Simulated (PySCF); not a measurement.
Si(CCH)(Me)(OH)2 (C₃H₆O₂Si), SMILES C#C[Si](C)(O)O. Coordinates come from a PBE-D3(BJ)/def2-SVP optimisation. This is a generated structure with no PubChem entry under its InChIKey; it may be hypothetical. The values are those of a single conformer.

Computed equilibrium geometry at PBE-D3(BJ)/def2-SVP (PySCF confirms it by a frequency run) as a Z-matrix (one conformer of several):
```
Si
O 1 1.6796
H 2 0.9737 1 113.71
O 1 1.6803 2 112.07 3 -65.69
H 4 0.9735 1 113.77 2 -65.15
C 1 1.8408 2 109.91 3 49.31
C 6 1.2287 4 146.68 5 172.26
H 7 1.0825 4 156.31 5 167.55
C 1 1.8655 2 105.81 3 170.20
H 9 1.1079 1 110.73 2 178.58
H 9 1.1084 10 108.39 1 -121.02
H 9 1.1093 10 108.51 11 -116.78
```
Charge 0, spin multiplicity 1.
